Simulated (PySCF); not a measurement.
C₆H₆, charge -1, doublet, at a GFN2-xTB geometry (a state made from the parent by changing its charge; the spin is typed, not shown lowest), with bond 11-5 at 1.3 times its length; DF-PBE0/def2-SV(P) in PySCF.

Input for PySCF:
```python
from pyscf import gto, scf, dft

mol = gto.M(
    atom='''
C    -0.79209486    1.14402906    0.04294872
C    -1.40815868   -0.08704909   -0.05219417
C    -0.57965949   -1.28365722   -0.09711679
C     0.79209486   -1.14402906   -0.04294872
C     1.40815868    0.08704909    0.05219417
C     0.57965949    1.28365722    0.09711679
H    -1.41475422    2.04334103    0.07671036
H    -2.49017263   -0.17889071   -0.09381208
H    -1.04845221   -2.26117925   -0.17198459
H     1.41475422   -2.04334103   -0.07671036
H     2.81477682    0.20644320    0.10629745
H     1.04845221    2.26117925    0.17198459
''',
    basis='def2-sv(p)',
    charge=-1,
    spin=1,
    verbose=4,
)

mf = dft.UKS(mol)
mf.xc = 'pbe0'
mf.diis = False
mf.max_cycle = 100
mf = mf.density_fit(auxbasis='def2-universal-jkfit')
mf.kernel()
mf.analyze()
```

Task: What does PySCF print? Leave out banner, timings and long lists.

Result: 
```
PySCF version 2.14.0

[INPUT] verbose = 4
[INPUT] num. atoms = 12
[INPUT] num. electrons = 43
[INPUT] charge = -1
[INPUT] spin (= nelec alpha-beta = 2S) = 1
[INPUT] symmetry False subgroup None
[INPUT] Mole.unit = angstrom
[INPUT] Symbol           X                Y                Z      unit          X                Y                Z       unit  Magmom
[...]
nuclear repulsion = 200.855800649296
number of shells = 48
number of NR pGTOs = 168
number of NR cGTOs = 96
basis = def2-sv(p)
ecp = {}

******** <class 'pyscf.df.df_jk.DFUKS'> ********
method = DFUKS
initial guess = minao
damping factor = 0
level_shift factor = 0
DIIS disabled
SCF conv_tol = 1e-09
SCF conv_tol_grad = None
SCF max_cycles = 100
direct_scf = False
number electrons alpha = 22  beta = 21
XC library pyscf.dft.libxc version 7.1.2
    S. Lehtola, C. Steigemann, M. J. T. Oliveira, and M. A. L. Marques,  SoftwareX 7, 1–5 (2018)
XC functionals = pbe0
    C. Adamo and V. Barone,  J. Chem. Phys. 110, 6158 (1999)
    M. Ernzerhof and G. E. Scuseria,  J. Chem. Phys. 110, 5029 (1999)
radial grids:
    Treutler-Ahlrichs [JCP 102, 346 (1995); DOI:10.1063/1.469408] (M4) radial grids

becke partition: Becke, JCP 88, 2547 (1988); DOI:10.1063/1.454033
pruning grids: <function nwchem_prune>
grids dens level: 3
symmetrized grids: False
atomic radii adjust function: <function treutler_atomic_radii_adjust>
small_rho_cutoff = 0
Set gradient conv threshold to 3.16228e-05
tot grids = 143560
******** <class 'pyscf.df.df.DF'> ********
auxbasis = def2-universal-jkfit
init E= -232.43293280988

cycle= 1 E= -231.580568604022  delta_E= 0.852  |g|= 0.405  |ddm|= 3.04
cycle= 2 E= -231.540266677903  delta_E= 0.0403  |g|= 0.507  |ddm|= 1.38
cycle= 3 E= -231.485750619825  delta_E= 0.0545  |g|= 0.596  |ddm|= 1.43
cycle= 4 E= -231.188516607707  delta_E= 0.297  |g|= 0.871  |ddm|= 5.63
cycle= 5 E= -230.781620727494  delta_E= 0.407  |g|= 1.23  |ddm|= 5.88
cycle= 6 E= -227.820961969412  delta_E= 2.96  |g|= 2.31  |ddm|= 11.6
cycle= 7 E= -212.726326248976  delta_E= 15.1  |g|=  5.1  |ddm|=   13

cycle= 8 E= -169.591555562194  delta_E= 43.1  |g|= 6.35  |ddm|= 46.8
cycle= 9 E= -156.648025307129  delta_E= 12.9  |g|= 8.42  |ddm|= 48.4
cycle= 10 E= -153.427641670876  delta_E= 3.22  |g|=  8.1  |ddm|= 53.7
cycle= 11 E= -153.356225324894  delta_E= 0.0714  |g|= 8.25  |ddm|= 58.1
cycle= 12 E= -153.081163129988  delta_E= 0.275  |g|= 8.23  |ddm|= 50.6
cycle= 13 E= -152.554825390116  delta_E= 0.526  |g|= 8.37  |ddm|= 55.6
cycle= 14 E= -151.401717318784  delta_E= 1.15  |g|= 8.47  |ddm|= 41.1

cycle= 15 E= -149.941199482094  delta_E= 1.46  |g|= 8.71  |ddm|= 26.3

cycle= 16 E= -153.173136044396  delta_E= -3.23  |g|= 8.32  |ddm|= 28.5

cycle= 17 E= -156.211853856253  delta_E= -3.04  |g|= 7.45  |ddm|= 32.7

cycle= 18 E= -157.71234454686  delta_E= -1.5  |g|= 7.39  |ddm|= 34.6

cycle= 19 E= -159.03497151172  delta_E= -1.32  |g|= 7.47  |ddm|= 41.1
cycle= 20 E= -159.433690741914  delta_E= -0.399  |g|=  7.4  |ddm|= 45.9
cycle= 21 E= -159.632650841654  delta_E= -0.199  |g|= 7.38  |ddm|= 44.6
cycle= 22 E= -159.780398902058  delta_E= -0.148  |g|= 7.36  |ddm|= 43.6
cycle= 23 E= -159.810321500956  delta_E= -0.0299  |g|= 7.36  |ddm|= 43.2
cycle= 24 E= -159.867961717196  delta_E= -0.0576  |g|= 7.35  |ddm|=   43
cycle= 25 E= -159.863678436125  delta_E= 0.00428  |g|= 7.35  |ddm|= 42.9
cycle= 26 E= -159.892637617633  delta_E= -0.029  |g|= 7.34  |ddm|= 42.8
cycle= 27 E= -159.879930359164  delta_E= 0.0127  |g|= 7.35  |ddm|= 42.8
cycle= 28 E= -159.899953383967  delta_E= -0.02  |g|= 7.34  |ddm|= 42.8
cycle= 29 E= -159.884898270944  delta_E= 0.0151  |g|= 7.34  |ddm|= 42.8
cycle= 30 E= -159.902165229093  delta_E= -0.0173  |g|= 7.34  |ddm|= 42.8
cycle= 31 E= -159.886417347245  delta_E= 0.0157  |g|= 7.34  |ddm|= 42.8
cycle= 32 E= -159.902838645902  delta_E= -0.0164  |g|= 7.34  |ddm|= 42.8
cycle= 33 E= -159.886881747983  delta_E= 0.016  |g|= 7.34  |ddm|= 42.8
cycle= 34 E= -159.903044173206  delta_E= -0.0162  |g|= 7.34  |ddm|= 42.8
[...]
SCF not converged.
Total Energy =                        -159.903134577468080
[...]
spin_pop of  1 C 3dx2-y2   -0.00000
spin_pop of  2 C 1s       -0.00001
spin_pop of  2 C 2s        0.00002
spin_pop of  2 C 3s       -0.00001
spin_pop of  2 C 2px       0.00002
spin_pop of  2 C 2py       0.00016
spin_pop of  2 C 2pz       0.00000
spin_pop of  2 C 3px      -0.00001
spin_pop of  2 C 3py       0.00016
spin_pop of  2 C 3pz       0.00000
spin_pop of  2 C 3dxy      0.00003
spin_pop of  2 C 3dyz      0.00000
spin_pop of  2 C 3dz^2     0.00000
spin_pop of  2 C 3dxz     -0.00000
spin_pop of  2 C 3dx2-y2   -0.00000
spin_pop of  3 C 1s       -0.00009
spin_pop of  3 C 2s        0.00055
spin_pop of  3 C 3s       -0.00001
spin_pop of  3 C 2px       0.00087
spin_pop of  3 C 2py       0.00177
spin_pop of  3 C 2pz      -0.00002
spin_pop of  3 C 3px       0.00071
spin_pop of  3 C 3py       0.00009
spin_pop of  3 C 3pz      -0.00000
spin_pop of  3 C 3dxy     -0.00003
spin_pop of  3 C 3dyz     -0.00004
spin_pop of  3 C 3dz^2    -0.00000
spin_pop of  3 C 3dxz     -0.00000
spin_pop of  3 C 3dx2-y2   -0.00005
spin_pop of  4 C 1s        0.00000
spin_pop of  4 C 2s       -0.00115
spin_pop of  4 C 3s        0.00415
spin_pop of  4 C 2px       0.00831
spin_pop of  4 C 2py       0.01402
spin_pop of  4 C 2pz       0.00060
spin_pop of  4 C 3px       0.00189
spin_pop of  4 C 3py       0.00109
spin_pop of  4 C 3pz      -0.00014
spin_pop of  4 C 3dxy     -0.00024
spin_pop of  4 C 3dyz     -0.00021
spin_pop of  4 C 3dz^2     0.00273
spin_pop of  4 C 3dxz     -0.00001
spin_pop of  4 C 3dx2-y2    0.00401
spin_pop of  5 C 1s        0.00000
spin_pop of  5 C 2s        0.00481
spin_pop of  5 C 3s        0.11139
spin_pop of  5 C 2px       0.00679
spin_pop of  5 C 2py       0.00419
spin_pop of  5 C 2pz       0.00003
spin_pop of  5 C 3px       0.05157
spin_pop of  5 C 3py       0.01044
spin_pop of  5 C 3pz      -0.00002
spin_pop of  5 C 3dxy      0.04088
spin_pop of  5 C 3dyz      0.00048
spin_pop of  5 C 3dz^2     0.14078
spin_pop of  5 C 3dxz      0.00008
spin_pop of  5 C 3dx2-y2    0.02777
spin_pop of  6 H 1s        0.09659
spin_pop of  6 H 2s        0.00086
spin_pop of  7 H 1s        0.00002
spin_pop of  7 H 2s        0.00051
spin_pop of  8 H 1s        0.00000
spin_pop of  8 H 2s        0.00001
spin_pop of  9 H 1s        0.00003
spin_pop of  9 H 2s       -0.00001
spin_pop of  10 H 1s        0.00800
spin_pop of  10 H 2s        0.00091
spin_pop of  11 H 1s        0.00051
spin_pop of  11 H 2s        0.00812
 ** Mulliken Spin Density (per atom)  **
spin density of  0 C =      0.43364
spin density of  1 C =      0.01248
spin density of  2 C =      0.00036
spin density of  3 C =      0.00374
spin density of  4 C =      0.03504
spin density of  5 C =      0.39918
spin density of  6 H =      0.09744
spin density of  7 H =      0.00053
spin density of  8 H =      0.00001
spin density of  9 H =      0.00002
spin density of  10 H =      0.00891
spin density of  11 H =      0.00863
 ** Mulliken pop alpha/beta on meta-lowdin orthogonal AOs **
 ** Mulliken pop       alpha | beta **
In total            22.00000 | 21.00000
 ** Mulliken atomic charges   ( Nelec_alpha | Nelec_beta ) **
charge of  0C =     -2.51716  (     4.47540      4.04176 )
charge of  1C =      3.89549  (     1.05850      1.04602 )
charge of  2C =      3.99132  (     1.00452      1.00416 )
charge of  3C =      3.82235  (     1.09070      1.08695 )
charge of  4C =     -4.37616  (     5.20560      5.17056 )
charge of  5C =     -7.32122  (     6.86020      6.46102 )
charge of  6H =      0.53672  (     0.28036      0.18292 )
charge of  7H =      0.99726  (     0.00164      0.00110 )
charge of  8H =      0.99982  (     0.00010      0.00008 )
charge of  9H =      0.99575  (     0.00214      0.00212 )
charge of  10H =     -0.86741  (     0.93816      0.92925 )
charge of  11H =     -1.15675  (     1.08269      1.07406 )

WARN: System has nonzero charge -1; the dipole moment is origin-dependent.
Location of origin: [0. 0. 0.]

Dipole moment(X, Y, Z, Debye): -107.20160, -158.36408, -13.16966
```

The run did not converge; its last values are not results.
